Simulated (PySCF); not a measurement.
MgBr⁺: energy against distance

Set-up: basis Mg x2c-SVPall, Br x2c-SVPall; spin-free X2C with a Gaussian nucleus; PySCF 2.14. Energies in eV from Mg⁺ + Br in their ground configurations at the same level. State: ¹Σ⁺ (singlet), closed shell.

Curves on a restricted Hartree–Fock reference rise too fast on stretching and do not dissociate correctly.

| R (Å) | PBE | RHF-MP2 | RHF-CCSD(T) | RHF-SCS-MP2 |
| --- | --- | --- | --- | --- |
| 1.964 | -1.772 | -1.474 |  | -1.382 |
| 2.056 | -2.319 | -2.055 | -1.992 | -1.965 |
| 2.147 | -2.630 | -2.386 | -2.328 | -2.297 |
| 2.216 | -2.748 | -2.510 | -2.458 | -2.424 |
| 2.284 | -2.792 | -2.554 | -2.507 | -2.469 |
| 2.353 | -2.778 | -2.535 | -2.494 | -2.452 |
| 2.444 | -2.693 | -2.435 | -2.404 | -2.355 |
| 2.558 | -2.513 | -2.225 | -2.210 | -2.152 |
| 2.695 | -2.236 | -1.899 | -1.910 | -1.835 |
| 2.878 | -1.826 | -1.412 |  | -1.365 |

Q: Put a parabola through the three lowest points of the PBE curve and estimate Re, k and ωe (reduced mass 18.39 u; 1 eV/Å² = 0.16022 mdyn/Å; ωe = 1302.8·√(k/μ) cm⁻¹).

A: Through R = 2.216, 2.284, 2.353 Å the second-order coefficient is 6.20 eV/Å², so Re ≈ 2.302 Å, k ≈ 1.99 mdyn/Å and ωe ≈ 428 cm⁻¹. A polynomial fit of higher order to the unrounded PBE energies gives Re = 2.299 Å, k = 1.84 mdyn/Å, ωe = 413 cm⁻¹; anharmonicity and rounding make the difference.

The higher-order fit for each curve: PBE: Re = 2.299 Å, ωe = 413 cm⁻¹, De = 2.79 eV; RHF-MP2: Re = 2.295 Å, ωe = 437 cm⁻¹, De = 2.56 eV; RHF-CCSD(T): Re = 2.302 Å, ωe = 428 cm⁻¹, De = 2.51 eV; RHF-SCS-MP2: Re = 2.297 Å, ωe = 434 cm⁻¹, De = 2.47 eV.

Correlated steps freeze 10 core orbitals. Correlated levels converge slowly with the basis: in double zeta they bind strong bonds too weakly, by up to about 1 eV, and carry superposition errors of some tenths. For an ion De counts to the pair picked by the measured ionisation energies or electron affinities, which need not be the lowest pair at this level. Where the molecule has an RHF reference, its open-shell atoms are computed with UHF.
